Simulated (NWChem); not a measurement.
Species: CH$_{4}$AlFO; SMILES [CH3][Al]([OH])[F]

```xyz
8

Al    -0.0050    -0.0488     0.0000
F     -1.4376    -0.9053     0.0000
C     -0.0024     1.8819     0.0000
H     -0.5276     2.2766    -0.8848
H      1.0217     2.2841     0.0000
H     -0.5276     2.2766     0.8848
O      1.4424    -0.9323     0.0000
H      1.5130    -1.8881     0.0000
```
Atoms are numbered in this order, from 1.

Computed with NWChem. The geometry was optimised at PBE0/def2-SVP. Vertical excitations in the gas phase; the lowest state need not have the same character in each row.

```
level                                             lowest excitation, singlet (eV)  lowest state with f > 0.02, singlet (eV)  lowest triplet (eV)  orbital gap (eV)
------------------------------------------------  -------------------------------  ----------------------------------------  -------------------  ----------------
PBE/def2-SVP, full TDDFT                                               (withheld)                                (withheld)           (withheld)              6.45
B3LYP/def2-SVP, full TDDFT                                                   7.20                                      7.20                 6.60              8.24
BHandHLYP/def2-SVP, full TDDFT                                               8.06                                      8.09                 7.11             10.80
LDA (Slater exchange, VWN5)/def2-SVP, full TDDFT                             6.62                                      6.62                 6.29              6.48
```

Fill in the missing entries.


- PBE/def2-SVP, full TDDFT, lowest excitation, singlet (eV): 6.57
- PBE/def2-SVP, full TDDFT, lowest state with f > 0.02, singlet (eV): 6.57
- PBE/def2-SVP, full TDDFT, lowest triplet (eV): 6.20
